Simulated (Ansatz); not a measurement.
Consider the formal exchange of groups at a B–C bond: `CC(S)BO` + `NBS` → `OBBS` + `CC(N)S`.

Isolated molecules relaxed with PBE0-D4/def2-TZVP in Ansatz; ΔE leaves out vibrations. CCSD(T)/CBS adds triple-zeta CCSD(T) − MP2 to the extrapolated MP2 energy (def2 sets, frozen cores). Functionals use def2-TZVPP. B3LYP here is the variant with VWN-RPA as its local correlation; programs differ in this. One conformer a species, not always the lowest.

| level | ΔE (kJ/mol) |
| --- | --- |
| PBE-D4 | 203.3 |
| B3LYP-D4 | 207.0 |
| PBE0 | 205.1 |
| HF/def2-QZVPP | 202.5 |

Question: What does CCSD(T)/CBS give? (Estimate.)

Answer: Ansatz gave: +206.7 kJ/mol. The listed levels differ from it by -3.4, 0.3, -1.6, -4.2 kJ/mol.

Largest T1 diagnostic among the species: 0.016.

In def2-TZVPP, CCSD(T) changes the Hartree–Fock value by +4.2 kJ/mol (the triples alone add +0.9 kJ/mol) and MP2 by +14.0 kJ/mol. From PBE to PBE0 (25 % exact exchange), in def2-TZVPP and without D4, ΔE moves by +3.3 kJ/mol.
